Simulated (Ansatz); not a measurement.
MoO2(NH2)2 (MoN2O2H4). Total charge 0; singlet. Geometry r2SCAN-D4/def2-SVP, basis def2-TZVP, Ansatz.

```
run  HOMO (eV)  LUMO (eV)
  A      -7.68      -1.89
  B      -7.28      -2.27
  C      -6.62      -2.64
  D      -6.31      -2.69
  E      -7.91      -1.86
  F     -11.07       1.75
```

In the def2 sets Mo takes a core potential; there is no spin–orbit coupling. HSE06 is defined as in plane-wave codes, on full-range PBE exchange.

Problem. The runs used HF, HSE06, PBE, PBE0, r2SCAN, r2SCAN0. Estimate which is which.

Solution. A PBE0 (25 % exact exchange); B HSE06 (range-separated); C r2SCAN (0 % exact exchange); D PBE (0 % exact exchange); E r2SCAN0 (25 % exact exchange); F HF (100 % exact exchange). Exact exchange lowers occupied and raises empty levels; among semilocal functionals meta-GGAs tend to open the gap a little, and such runs are hard to tell apart. The gap grows from 3.61 eV (PBE) to 12.82 eV (HF).
